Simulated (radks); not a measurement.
Results of a calculation; reference values are marked as such.
Task: Sm56+, 6 electrons, occupied as [He] 2s2 2p2 (the NIST ground configuration). Level of theory: scalar-relativistic Kohn-Sham, r2SCAN, spin-polarised, spherical densities, finite nucleus; open shells are filled with parallel spins first (spin-orbit coupling, left out, can overturn this in heavy ions); meta-GGA in the generalised Kohn-Sham scheme; Fermi nuclear charge, rms radius 5.0819 fm (a radial shooting solver on a logarithmic mesh with Libxc functionals). Some entries of the table are withheld. Estimate them.

| orbital | occ. | eigenvalue (eV) | <1/r> (bohr^-1) | r(max) (bohr) |
|---|---|---|---|---|
| 1s up | 1 | -52270.41 | 68.94 | (1) |
| 1s down | 1 | -52225.26 | 69.00 | (2) |
| 2s up | 1 | -12438.11 | 16.68 | 0.08011 |
| 2s down | 1 | -12365.52 | 16.61 | 0.08027 |
| 2p up | 2 | -11733.23 | 15.60 | 0.06414 |
| 2p down | 0 | -11642.96 | 15.55 | 0.06434 |

Result: 
(1) 1s up r(max) (bohr): 0.01448
(2) 1s down r(max) (bohr): 0.01447
